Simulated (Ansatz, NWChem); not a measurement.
Worked example: vertical ionisation energy of ZnH2 (SMILES [ZnH2])

ZnH2 has 3 atoms, charge 0, and is taken as a singlet. As SMILES, `[ZnH2]`. The shape is that of a PBE0-D4/def2-TZVP optimisation.

```xyz
3

Zn   -0.0037   -0.0216   -0.0044
H     0.5906    1.3242    0.4655
H    -0.5979   -1.3674   -0.4744
```

Both states at this one shape; open shells run unrestricted unless said. 1 Eh = 27.2114 eV.

| level | program | singlet ZnH2 (Eh) | doublet [ZnH2]+ (Eh) |
| --- | --- | --- | --- |
| HF/STO-3G | Ansatz | -1758.276361 | -1758.340777 |
| BLYP/STO-3G | Ansatz | -1759.669073 | -1759.545989 |
| TPSSh/6-31G | NWChem | -1780.198525 | -1779.813368 |

**Question.** Work out the vertical ionisation energy at each level.

**Answer.** 
1. HF/STO-3G: -1758.340777 − (-1758.276361) = -0.064416 Eh = -1.75 eV.
2. BLYP/STO-3G: -1759.545989 − (-1759.669073) = 0.123084 Eh = 3.35 eV.
3. TPSSh/6-31G: -1779.813368 − (-1780.198525) = 0.385157 Eh = 10.48 eV.

No measured value is set beside it here; the levels span -1.75 to 10.48 eV. Hartree–Fock favours the state with fewer electron pairs, since it lacks pair correlation. Minimal sets are far from the basis-set limit.
